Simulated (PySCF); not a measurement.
C4H11GeN.
Numbering: `[NH2:1][CH2:2][CH:3]1[CH2:4][GeH2:5][CH2:6]1` (hydrogens: H7, H8 on N1; H9, H10 on C2; H11 on C3; H12, H13 on C4; H14, H15 on Ge5; H16, H17 on C6)

Structure used (PBE0-D3(BJ)/def2-SVP), in Å, numbered top down from 1:
```xyz
17
C4H11GeN angstrom
N      1.982    1.096    0.728
C      1.470    0.194   -0.283
C     -0.046    0.268   -0.362
C     -0.807   -0.208    0.906
Ge    -2.252   -0.847   -0.280
C     -0.693   -0.604   -1.467
H      1.643    0.813    1.647
H      2.997    1.045    0.774
H      1.750   -0.875   -0.136
H      1.888    0.489   -1.261
H     -0.313    1.324   -0.539
H     -0.307   -1.071    1.378
H     -1.004    0.554    1.673
H     -3.402    0.155   -0.501
H     -2.828   -2.262   -0.069
H     -0.798   -0.135   -2.455
H     -0.161   -1.563   -1.585
```

Method: PBE0-D3(BJ)/def2-SVP geometry optimisation, gas phase (PySCF).

Masses are those of the commonest isotopes; rigid-rotor values at the optimised geometry. The values belong to one conformer with, in the numbering `[NH2:1][CH2:2][CH:3]1[CH2:4][GeH2:5][CH2:6]1`, H–N1–C2–C3 63° and 180°, N1–C2–C3–C4 -65°, C2–C3–C4–Ge5 -147°, C3–C4–Ge5–C6 17°, C4–Ge5–C6–C3 -17°, C2–C3–C6–Ge5 148°.

**Question.** Give the principal moments of inertia and the rotational constants in cm⁻¹.

**Answer.** Ia = 73.85, Ib = 451.44, Ic = 498.98 u·Å²; 505379 MHz·u·Å²/I gives 6843, 1119 and 1013 MHz, that is A = 0.22827, B = 0.03734, C = 0.03378 cm⁻¹.

**Question.** What kind of rotor is it?

**Answer.** A near-prolate asymmetric top; Ray's κ = -0.963.

**Question.** What does the inertial defect say?

**Answer.** Not planar: Δ = Ic − Ia − Ib = -26.30 u·Å². For a rigid frame Δ = −2 Σ m c², so Σ m c² = 13.15 u·Å² lies off the ab plane: 10.41 from hydrogen and 2.74 from heavier atoms. The atom farthest from that plane is 1.42 Å away.

**Question.** Give the other two planar moments, Paa and Pbb, and the rms extents of the mass along the axes.

**Answer.** Paa = Σ m a² = (Ib + Ic − Ia)/2 = 438.28 and Pbb = Σ m b² = (Ia + Ic − Ib)/2 = 60.70 u·Å². With the mass M = 147.01 u, the rms extents √(P/M) along a, b and c are 1.73, 0.64, 0.30 Å.

**Question.** List the rotational levels J(Ka,Kc) to J = 4 (MHz).

**Answer.** Above 0(0,0):
J = 1: 1(0,1) 2132, 1(1,1) 7856, 1(1,0) 7963
J = 2: 2(0,2) 6395, 2(1,2) 12014, 2(1,1) 12334, 2(2,1) 29505, 2(2,0) 29507
J = 3: 3(0,3) 12786, 3(1,3) 18250, 3(1,2) 18890, 3(2,2) 35902, 3(2,1) 35910, 3(3,1) 64788, 3(3,0) 64788
J = 4: 4(0,4) 21301, 4(1,4) 26563, 4(1,3) 27630, 4(2,3) 44430, 4(2,2) 44452, 4(3,2) 73321, 4(3,1) 73321, 4(4,1) 113757, 4(4,0) 113757
The levels of one J sum to (2J + 1)J(J + 1)(A + B + C)/3.

**Question.** Which lines would a microwave search look for?

**Answer.** The dipole components are |μa| = 0.51 D, |μb| = 0.07 D, |μc| = 1.22 D. Intensities carry the squares of the components, which stand as 0.17 : 0.00 : 1.00 (a : b : c). Some lines, for components of 0.1 D or more:

| type | branch | J(Ka,Kc) | MHz | lower level (cm⁻¹) |
| --- | --- | --- | --- | --- |
| a | Q | 2(1,1) ← 2(1,2) | 320 | 0.401 |
| a | Q | 3(1,2) ← 3(1,3) | 640 | 0.609 |
| a | R | 2(0,2) ← 1(0,1) | 4263 | 0.071 |
| c | Q | 4(1,4) ← 4(0,4) | 5262 | 0.711 |
| c | Q | 2(1,2) ← 2(0,2) | 5619 | 0.213 |
| c | Q | 1(1,1) ← 1(0,1) | 5724 | 0.071 |
| a | R | 3(1,3) ← 2(1,2) | 6236 | 0.401 |
| a | R | 3(0,3) ← 2(0,2) | 6391 | 0.213 |
| a | R | 3(2,1) ← 2(2,0) | 6403 | 0.984 |
| a | R | 3(1,2) ← 2(1,1) | 6556 | 0.411 |
| c | R | 1(1,0) ← 0(0,0) | 7963 | 0.000 |
| a | R | 4(1,4) ← 3(1,3) | 8313 | 0.609 |
| a | R | 4(0,4) ← 3(0,3) | 8514 | 0.427 |
| a | R | 4(3,2) ← 3(3,1) | 8532 | 2.161 |
| c | R | 3(1,2) ← 2(0,2) | 12495 | 0.213 |
| c | Q | 3(2,2) ← 3(1,2) | 17012 | 0.630 |
| c | R | 3(2,2) ← 2(1,2) | 23888 | 0.401 |
| c | R | 4(2,3) ← 3(1,3) | 26180 | 0.609 |
| c | Q | 3(3,1) ← 3(2,1) | 28879 | 1.198 |
| c | R | 3(3,0) ← 2(2,0) | 35282 | 0.984 |
| c | R | 4(3,1) ← 3(2,1) | 37411 | 1.198 |

**Question.** Estimate the classical rotational partition function at 50 K, 200 K and 298.15 K.

**Answer.** Point group C1, symmetry number σ = 1; q = (√π/σ)·√((kT/h)³/(ABC)), k/h = 20836.6 MHz/K: 21400 at 50 K, 171000 at 200 K, 312000 at 298.15 K.

Not checked by PBE0-D3(BJ)/def2-SVP frequencies. No vibrational averaging or centrifugal distortion is included, and the geometry carries the error of its method. A rigid rotor knows nothing of inversion at nitrogen, which can split or shift real lines. Quadrupole hyperfine structure (14N) is left out.
